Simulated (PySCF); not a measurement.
This PySCF input asks for the NMR shieldings of `[SiH]([Si@@H](C#C)O)([SiH3])[SiH3]`, C$_{2}$H$_{10}$OSi$_{4}$; the geometry comes from GFN2-xTB.

```python
import basis_set_exchange as bse
import numpy as np
from pyscf import gto, dft
from pyscf.prop import nmr

atoms = """
C     3.492004    1.356302   -0.596859
C     2.678500    0.472392   -0.540920
Si    1.361008   -0.837649   -0.439619
O     1.319929   -1.449821    1.079012
Si   -0.802772   -0.014456   -0.560724
Si   -1.055576    1.985227    0.608036
Si   -2.407992   -1.620386   -0.036408
H     4.213273    2.121373   -0.649801
H     1.853664   -1.880207   -1.356921
H     2.095522   -1.805565    1.503074
H    -0.981682    0.317734   -2.000519
H    -2.249088    2.730115    0.192690
H     0.075192    2.904229    0.449284
H    -1.203019    1.753012    2.048558
H    -3.625792   -1.024298    0.526620
H    -2.845448   -2.412572   -1.191060
H    -1.924721   -2.583398    0.955649
"""
names = dict.fromkeys(["C", "Si", "O", "H"], "pcSseg-1")
basis = {el: gto.basis.parse(bse.get_basis(n, elements=[el], fmt="nwchem")) for el, n in names.items()}
mol = gto.M(atom=atoms, basis=basis, charge=0, verbose=0)
mf = dft.RKS(mol, xc="PBE0")
mf.grids.level = 2
mf.grids.alignment = dft.numint.BLKSIZE   # the property module wants whole blocks of grid points
mf.conv_tol = 1e-9
mf.kernel()

calc = nmr.RKS(mf)   # GIAO
C = mf.mo_coeff
Co = C[:, mf.mo_occ > 0]
resp = mf.gen_response(singlet=True, hermi=2)
def vind(x):   # induced exchange potential for any number of trial vectors
    d = np.einsum("pi,xij,qj->xpq", C, 2 * x.reshape(-1, C.shape[1], Co.shape[1]), Co, optimize=True)
    return np.einsum("xpq,pi,qj->xij", resp(d - d.transpose(0, 2, 1)), C, Co, optimize=True).ravel()
mo1, _ = nmr.rhf.solve_mo1(calc, with_cphf=vind)
sigma = calc.kernel(mo1)
for i, s in enumerate(sigma):   # ppm
    print("%2d %-2s %9.2f" % (i, mol.atom_pure_symbol(i), np.trace(s) / 3))
```

Problem. What does it print?

Solution. 
```
 0 C      81.39
 1 C      95.09
 2 Si    375.84
 3 O     306.80
 4 Si    493.32
 5 Si    460.95
 6 Si    463.22
 7 H      29.46
 8 H      25.95
 9 H      30.56
10 H      28.65
11 H      28.05
12 H      27.86
13 H      28.08
14 H      28.14
15 H      28.02
16 H      28.00
```

These numbers come from an equivalent density-fitted implementation of the same equations, which agrees with the script to about 0.01 ppm for H and up to a few tenths of a ppm for heavy atoms, so last digits may differ.

Problem. Turn these shieldings into chemical shifts. References, each an isolated molecule treated in the same way: 13C (σref 186.93) and 29Si (σref 349.16) and 1H (σref 31.72) against TMS; 17O (σref 336.08) against H2O.

Solution. Averaging equivalent atoms: C 0: 105.5; C 1: 91.8; Si 2: -26.7; Si 5: -111.8; Si 6: -114.1; Si 4: -144.2; O 3: 29.3; H 8: 5.77; H 11/12/13: 3.72; H 14/15/16: 3.66; H 10: 3.07; H 7: 2.26; H 9: 1.15 ppm. Experimental scales use liquid or dissolved standards, which lie at an offset from isolated H2O (liquid H2O: subtract about 36 ppm).

Size and cost of the density-fitted run: 197 basis functions, 65 s wall time on 1 thread of an Arm Neoverse N1, shared host; peak memory 0.83 GiB.
